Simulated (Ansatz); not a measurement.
Cu₅Te₄⁻. Charge -1, multiplicity 3. Geometry PBE-D4/def2-SVP, that of the charge -1 singlet; atoms count from 1.

| atom | x (Å) | y (Å) | z (Å) |
| --- | --- | --- | --- |
| Cu1 | 1.5573 | -0.5985 | -0.5484 |
| Cu2 | 0.5507 | 1.6476 | 0.1905 |
| Cu3 | -1.6413 | 0.3479 | 0.5183 |
| Cu4 | -0.5671 | 0.2373 | -1.6691 |
| Cu5 | 0.4819 | -0.4958 | 1.6391 |
| Te6 | -1.5899 | 2.4421 | -0.9286 |
| Te7 | 2.6627 | 0.7625 | 1.2964 |
| Te8 | -1.3810 | -2.1046 | 1.0686 |
| Te9 | -0.0733 | -2.2386 | -1.5668 |

In the def2 sets Te takes a core potential; there is no spin–orbit coupling. At PBE0-D4/def2-SVP a singlet of charge -1 lies 1.56 eV below the triplet at the same geometry. The structure comes from a short search, and lower isomers may exist.

(1) Estimate the Mulliken populations from the PBE0/def2-SVP orbitals of Ansatz.

(2) Where does the spin sit?

(3) And the Mayer bond orders between heavy atoms (over 0.3)?

## Answers

(1) 
```json
{"atom": "Cu1", "charge (e)": "0.05", "spin (α − β)": "0.05", "d electrons": "9.73"}
{"atom": "Cu2", "charge (e)": "0.04", "spin (α − β)": "0.01", "d electrons": "9.72"}
{"atom": "Cu3", "charge (e)": "0.05", "spin (α − β)": "0.05", "d electrons": "9.73"}
{"atom": "Cu4", "charge (e)": "0.05", "spin (α − β)": "0.05", "d electrons": "9.73"}
{"atom": "Cu5", "charge (e)": "0.05", "spin (α − β)": "0.05", "d electrons": "9.73"}
{"atom": "Te6", "charge (e)": "-0.40", "spin (α − β)": "0.00", "d electrons": "–"}
{"atom": "Te7", "charge (e)": "-0.40", "spin (α − β)": "0.00", "d electrons": "–"}
{"atom": "Te8", "charge (e)": "-0.22", "spin (α − β)": "0.89", "d electrons": "–"}
{"atom": "Te9", "charge (e)": "-0.22", "spin (α − β)": "0.89", "d electrons": "–"}
```
Mulliken values depend strongly on the basis.

(2) Summed by element: Cu 0.21, Te 1.79, of 2 unpaired in all. Largest on single atoms: Te9 0.89, Te8 0.89, Cu4 0.05.

(3) Cu1–Te7 0.74 (2.55 Å); Cu1–Te9 0.65 (2.53 Å); Cu2–Te6 0.70 (2.54 Å); Cu2–Te7 0.70 (2.54 Å); Cu3–Te6 0.74 (2.55 Å); Cu3–Te8 0.65 (2.53 Å); Cu4–Te6 0.75 (2.54 Å); Cu4–Te9 0.65 (2.53 Å); Cu5–Te7 0.75 (2.54 Å); Cu5–Te8 0.65 (2.53 Å); Te8–Te9 0.68 (2.95 Å).
